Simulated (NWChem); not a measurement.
System: BeH₂SeO; SMILES [OH][Be][SeH]

Parts of the log:

```
             Northwest Computational Chemistry Package (NWChem) 7.3.0
             --------------------------------------------------------

 C1  symmetry detected

                             Geometry "geometry" -> ""
                             -------------------------

 Output coordinates in angstroms (scale by  1.889725989 to convert to a.u.)

  No.       Tag          Charge          X              Y              Z
 ---- ---------------- ---------- -------------- -------------- --------------
    1 Be                   4.0000     0.00892669    -1.20371713    -0.01400001
    2 O                    8.0000     0.01783345    -2.60925099    -0.04192702
    3 H                    1.0000     0.02829606    -3.38813975     0.50726107
    4 Se                  34.0000     0.03616649     0.82971913    -0.00342825
    5 H                    1.0000    -1.43633098     0.86656582     0.00071565

 Effective nuclear repulsion energy (a.u.)     113.1977641373

  pbe96 is a nonlocal functional; adding pw91lda local functional.

                                 NWChem DFT Module
                                 -----------------

 Summary of "ao basis" -> "ao basis" (spherical)
 ------------------------------------------------------------------------------
       Tag                 Description            Shells   Functions and Types
 ---------------- ------------------------------  ------  ---------------------
 Be                          6-31g*                  6       14   3s2p1d
 O                           6-31g*                  6       14   3s2p1d
 H                           6-31g*                  2        2   2s
 Se                          6-31g*                 12       32   5s4p3d

            General Information
            -------------------
          SCF calculation type: DFT
          Wavefunction type:  closed shell.
          No. of atoms     :     5
          No. of electrons :    48
           Alpha electrons :    24
            Beta electrons :    24
          Charge           :     0
          Spin multiplicity:     1
          Use of symmetry is: off; symmetry adaption is: off
          Maximum number of iterations: 150
          AO basis - number of functions:    64
                     number of shells:    28
          Convergence on energy requested:  1.00D-06
          Convergence on density requested:  1.00D-05
          Convergence on gradient requested:  5.00D-04

              XC Information
              --------------
          PerdewBurkeErnzerhof Exchange Functional  1.000
            Perdew 1991 LDA Correlation Functional  1.000 local
           PerdewBurkeErnz. Correlation Functional  1.000 non-local

             Grid Information
             ----------------
          Grid used for XC integration:  xcoarse
          Radial quadrature: Mura-Knowles
          Angular quadrature: Lebedev.
          Tag              B.-S. Rad. Rad. Pts. Rad. Cut. Ang. Pts.
          ---              ---------- --------- --------- ---------
          Be                  1.05       21           8.0       194
          O                   0.60       21          10.0       194
          H                   0.35       21          11.0       194
          Se                  1.15       75          10.0       194
          Grid pruning is: on
          Number of quadrature shells:   159
          Spatial weights used:  Erf1

      Superposition of Atomic Density Guess
      -------------------------------------

 Sum of atomic energies:       -2489.82292461

      Non-variational initial energy
      ------------------------------

 Total energy =   -2490.542998
 1-e energy   =   -3690.337571
 2-e energy   =    1086.596809
 HOMO         =      -0.305782
 LUMO         =       0.016706

     ---------------------------------------------
      Total Density - Mulliken Population Analysis
     ---------------------------------------------

    Atom       Charge   Shell Charges
 -----------   ------   -------------------------------------------------------
    1 Be   4     3.36   2.00  0.41  0.51  0.32  0.04  0.08
    2 O    8     8.96   2.00  0.93  3.25  0.84  1.93  0.01
    3 H    1     0.45   0.35  0.10
    4 Se  34    34.47   2.00  2.00  6.00  2.00  5.99  1.49  3.27  0.36  1.31  6.94  2.94  0.15
    5 H    1     0.75   0.37  0.38

   convergence    iter        energy       DeltaE   RMS-Dens  Diis-err
 ---------------- ----- ----------------- --------- --------- ---------
 d= 0,ls=0.0,diis     1  -2491.9441552225 -2.61D+03  2.38D-02  7.83D-01
 d= 0,ls=0.0,diis     2  -2491.5629479619  3.81D-01  1.66D-02  4.40D+00
 d= 0,ls=0.0,diis     3  -2492.0315952985 -4.69D-01  3.67D-03  6.91D-02
 d= 0,ls=0.0,diis     4  -2492.0372426906 -5.65D-03  2.11D-03  1.54D-02
 d= 0,ls=0.0,diis     5  -2492.0389984300 -1.76D-03  5.93D-04  9.24D-04
  Resetting Diis
 d= 0,ls=0.0,diis     6  -2492.0391474542 -1.49D-04  9.89D-05  3.06D-05
 d= 0,ls=0.0,diis     7  -2492.0391518484 -4.39D-06  6.33D-05  4.05D-06
 d= 0,ls=0.0,diis     8  -2492.0391509322  9.16D-07  3.56D-05  1.11D-05
 d= 0,ls=0.0,diis     9  -2492.0391524553 -1.52D-06  6.75D-06  4.78D-07
 d= 0,ls=0.0,diis    10  -2492.0391525087 -5.33D-08  8.53D-07  3.54D-09

         Total DFT energy =    -2492.039152508688
      One electron energy =    -3693.289267674062
           Coulomb energy =     1186.971351370510
    Exchange-Corr. energy =      -98.919000342429
 Nuclear repulsion energy =      113.197764137293

 Numeric. integr. density =       47.999093415330

                       DFT Final Molecular Orbital Analysis
                       ------------------------------------

 Vector   22  Occ=2.000000D+00  E=-2.812078D-01
              MO Center= -4.8D-02, -2.2D+00, -3.2D-02, r^2= 1.8D+00
   Bfn.  Coefficient  Atom+Function         Bfn.  Coefficient  Atom+Function
  ----- ------------  ---------------      ----- ------------  ---------------
    17      0.568934  2 O  px                21      0.406696  2 O  px
    42      0.203245  4 Se py                 3      0.142855  1 Be px
     7      0.102525  1 Be px                38     -0.090948  4 Se py
     4     -0.088277  1 Be py                46      0.070092  4 Se py
    19      0.047827  2 O  pz                 2     -0.045381  1 Be s

 Vector   23  Occ=2.000000D+00  E=-2.723123D-01
              MO Center=  7.1D-02,  3.1D-01, -2.4D-02, r^2= 2.9D+00
   Bfn.  Coefficient  Atom+Function         Bfn.  Coefficient  Atom+Function
  ----- ------------  ---------------      ----- ------------  ---------------
    42      0.572657  4 Se py                38     -0.255407  4 Se py
    40     -0.229613  4 Se s                  4     -0.216362  1 Be py
    17     -0.200928  2 O  px                46      0.194097  4 Se py
    41      0.166721  4 Se px                44      0.160320  4 Se s
    21     -0.149200  2 O  px                 6     -0.134829  1 Be s

 Vector   24  Occ=2.000000D+00  E=-2.105874D-01
              MO Center=  1.5D-02,  6.2D-01, -1.2D-02, r^2= 2.2D+00
   Bfn.  Coefficient  Atom+Function         Bfn.  Coefficient  Atom+Function
  ----- ------------  ---------------      ----- ------------  ---------------
    43      0.703036  4 Se pz                47      0.362039  4 Se pz
    39     -0.304524  4 Se pz                 5      0.104647  1 Be pz
    19     -0.102501  2 O  pz                35      0.091458  4 Se pz
    23     -0.082393  2 O  pz                18     -0.040490  2 O  py
     9      0.036278  1 Be pz                22     -0.033454  2 O  py

 Vector   25  Occ=0.000000D+00  E=-1.758124D-02
              MO Center= -1.2D-01, -5.0D-02, -8.8D-03, r^2= 3.8D+00
   Bfn.  Coefficient  Atom+Function         Bfn.  Coefficient  Atom+Function
  ----- ------------  ---------------      ----- ------------  ---------------
    64      0.994145  5 H  s                 44     -0.535433  4 Se s
    45      0.537938  4 Se px                 6      0.343807  1 Be s
     3      0.329510  1 Be px                41      0.326933  4 Se px
     7      0.311546  1 Be px                40      0.312562  4 Se s
    63      0.235360  5 H  s                 21     -0.179682  2 O  px

 Vector   26  Occ=0.000000D+00  E=-4.255451D-03
              MO Center= -2.8D-01, -1.2D+00, -9.6D-02, r^2= 4.9D+00
   Bfn.  Coefficient  Atom+Function         Bfn.  Coefficient  Atom+Function
  ----- ------------  ---------------      ----- ------------  ---------------
     6      1.476892  1 Be s                 20     -0.640851  2 O  s
    46      0.579471  4 Se py                30      0.499942  3 H  s
    44     -0.460306  4 Se s                 40      0.325204  4 Se s
    42      0.309830  4 Se py                 8      0.231394  1 Be py
     7     -0.154837  1 Be px                 1     -0.152832  1 Be s

 Vector   27  Occ=0.000000D+00  E= 1.499232D-02
              MO Center= -1.8D-02, -1.0D+00,  2.5D-01, r^2= 3.4D+00
   Bfn.  Coefficient  Atom+Function         Bfn.  Coefficient  Atom+Function
  ----- ------------  ---------------      ----- ------------  ---------------
     9      0.692030  1 Be pz                 5      0.465411  1 Be pz
     6      0.363244  1 Be s                 47     -0.288272  4 Se pz
    43     -0.272228  4 Se pz                23     -0.214048  2 O  pz
    19     -0.203907  2 O  pz                30     -0.203256  3 H  s
    22     -0.131520  2 O  py                40      0.110976  4 Se s

[...]

                         DFT ENERGY GRADIENTS

    atom               coordinates                        gradient
                 x          y          z           x          y          z
   1 Be      0.016869  -2.274696  -0.026456    0.000358   0.006074  -0.002068
   2 O       0.033700  -4.930769  -0.079231    0.000137  -0.009097   0.011112
   3 H       0.053472  -6.402656   0.958584   -0.000195   0.009577  -0.009260
   4 Se      0.068345   1.567942  -0.006478   -0.005701  -0.006410   0.000206
   5 H      -2.714272   1.637572   0.001352    0.005401  -0.000144   0.000009
```

Level: PBE/6-31G* (spherical d). Coordinates come from a PBE0/def2-SVP optimisation.

Task: Write an input that gives this output.

Result: This is not unique; one that fits is the input that was run:
```
start job
memory heap 200 mb stack 900 mb global 1100 mb
geometry units angstroms noautoz
  Be    -0.027732    -1.227033    -0.044760
  O     -0.063652    -2.629946    -0.128004
  H     -0.096996    -3.429305     0.389971
  Se     0.065318     0.802402     0.047175
  H     -1.404508     0.888870     0.005241
end
basis spherical
  * library 6-31g*
end
dft
  xc xpbe96 cpbe96
  grid xcoarse
  iterations 150
  mulliken
end
task dft gradient
```
